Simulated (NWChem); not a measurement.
Everything below was run with NWChem. System: O$_{2}$Si, charge -1, spin multiplicity 4, at the geometry of a parent with another charge or spin, in a state set for the comparison that need not be this species' ground state. Its SCF solution wasn't tested for a lower state. Level: UMP2/def2-SVPD, 7 core orbitals frozen.

Input file:

```
start mol
memory heap 200 mb stack 900 mb global 1100 mb
charge -1
geometry units angstroms nocenter noautoz
  O     -1.477280     0.000000     0.276890
  Si     0.000000     0.000000    -0.316446
  O      1.477280     0.000000     0.276890
  symmetry group C2v
end
basis spherical
  * library def2-svpd
end
scf
  uhf
  nopen 3
  maxiter 100
  thresh 1e-7
  semidirect memsize 60000000 filesize 0
  # guess.movecs holds the orbitals of an unrestricted PBE0 run
  vectors input guess.movecs output mol.movecs
end
mp2
  freeze core 7
end
task mp2 energy
```

Output (cleaned and shortened):

```
             Northwest Computational Chemistry Package (NWChem) 7.3.0
             --------------------------------------------------------

                                NWChem Input Module
                                -------------------

 Scaling coordinates for geometry "geometry" by  1.889725989
 (inverse scale =  0.529177249)

 Turning off AUTOSYM since
 SYMMETRY directive was detected!

                             Geometry "geometry" -> ""
                             -------------------------

 Output coordinates in angstroms (scale by  1.889725989 to convert to a.u.)

  No.       Tag          Charge          X              Y              Z
 ---- ---------------- ---------- -------------- -------------- --------------
    1 O                    8.0000    -1.47728000     0.00000000     0.27689000
    2 Si                  14.0000     0.00000000     0.00000000    -0.31644600
    3 O                    8.0000     1.47728000     0.00000000     0.27689000

 Effective nuclear repulsion energy (a.u.)      85.9207214438

            Nuclear Dipole moment (a.u.)
            ----------------------------
        X                 Y               Z
 ---------------- ---------------- ----------------
     0.0000000000     0.0000000000    -0.0000075589

      Symmetry information
      --------------------

 Group name             C2v
 Group number             16
 Group order               4
 No. of unique centers     2

      Symmetry unique atoms

     1    2


 Summary of "ao basis" -> "" (spherical)
 ------------------------------------------------------------------------------
       Tag                 Description            Shells   Functions and Types
 ---------------- ------------------------------  ------  ---------------------
 *                         def2-svpd                  on all atoms

 Summary of "ao basis" -> "ao basis" (spherical)
 ------------------------------------------------------------------------------
       Tag                 Description            Shells   Functions and Types
 ---------------- ------------------------------  ------  ---------------------
[...]
  AO/Fock/Back tols     =   1.0D-09  1.0D-09  1.0D-09

 GA uses MA = F    GA memory limited = T

 Available:
  local mem=  1.26D+08
 global mem=  1.44D+08
 local disk=  0.00D+00
  mp2_memr nvloc                    53
  nvloc new                    53
   1 passes of  10:        3145728                      23511                   4448584.
   1 passes of  10: M    126153877           G      144169400           F     123008149.

 Semi-direct pass number   1 of   1  for UHF alpha       at        0.6s
  vrange nnbf                  2464
  mp2_eaftype                    16  avail_ma_in_mb                  1099
 EAF : mp2_eaftype filesize          16    2224292.
  mp2_eaf for mointskh                     16
Node 0 wrote     10.4 Mb in      0.0 s     Agg I/O rate:   731.4 Mb/s
 Done moints_semi at        1.2s
  mp2_eaftype                    16  avail_ma_in_mb                  1083
 EAF : mp2_eaftype filesize          16    2224292.
  mp2_eaf for kh                    16
 Done maket at        1.3s
 Done multipass loop at        1.3s

 GA uses MA = F    GA memory limited = T

 Available:
  local mem=  1.26D+08
 global mem=  1.44D+08
 local disk=  0.00D+00
  mp2_memr nvloc                    56
  nvloc new                    56
   1 passes of   7:        3145728                      19992                   3292475.
   1 passes of   7: M    126153877           G      144169400           F     123008149.

 Semi-direct pass number   1 of   1  for UHF beta        at        1.3s
  vrange nnbf                  2464
  mp2_eaftype                    12  avail_ma_in_mb                  1099
 EAF : mp2_eaftype filesize          12    1646238.
  mp2_eaf for mointskh                     12
Node 0 wrote      7.7 Mb in      0.0 s     Agg I/O rate:   986.0 Mb/s
 Done moints_semi at        1.9s
  mp2_eaftype                    12  avail_ma_in_mb                  1087
 EAF : mp2_eaftype filesize          12    1646238.
  mp2_eaf for kh                    12
 Done maket at        2.0s
 Done multipass loop at        2.0s

          -------------------------------------------
          SCF energy                -438.345552656434
          Correlation energy          -0.428911613368
          Singlet pairs                0.000000000000
          Triplet pairs                0.000000000000
          Total MP2 energy          -438.774464269802
          -------------------------------------------

          ---------------------------------------------------
                    Spin Component Scaled (SCS) MP2
          Same spin pairs                     -0.122823237879
          Same spin scaling factor             0.333333333333
          Opposite spin pairs                 -0.306088375489
          Opposite spin scaling fact.          1.200000000000
          SCS-MP2 correlation energy          -0.408247129880
          Total SCS-MP2 energy              -438.753799786314
          ---------------------------------------------------

 -----------------------
 Performance information
 -----------------------

 Timer overhead =  1.53D-07 seconds/call

               Nr. of calls         CPU time (s)                 Wall time (s)                GFlops
             ---------------    -------------------     ------------------------------   -------------------
Name         Min   Avg   Max    Min     Avg     Max     Min     Avg     Max   Mx/calls   Min     Max     Sum
mp2: moin     2     2     2    1.2     1.2     1.2      1.2     1.2     1.2    0.61      0.0     0.0     0.0
mp2: make     2     2     2   0.13    0.13    0.13     0.13    0.13    0.13    6.68E-2   0.0     0.0     0.0
mp2: tota     1     1     1    1.4     1.4     1.4      1.4     1.4     1.4     1.4      0.0     0.0     0.0

 The average no. of pstat calls per process was 5.00D+00
 with a timing overhead of 7.64D-07s

 Task  times  cpu:        2.0s     wall:        2.0s

 Total times  cpu:        2.0s     wall:        2.0s
```
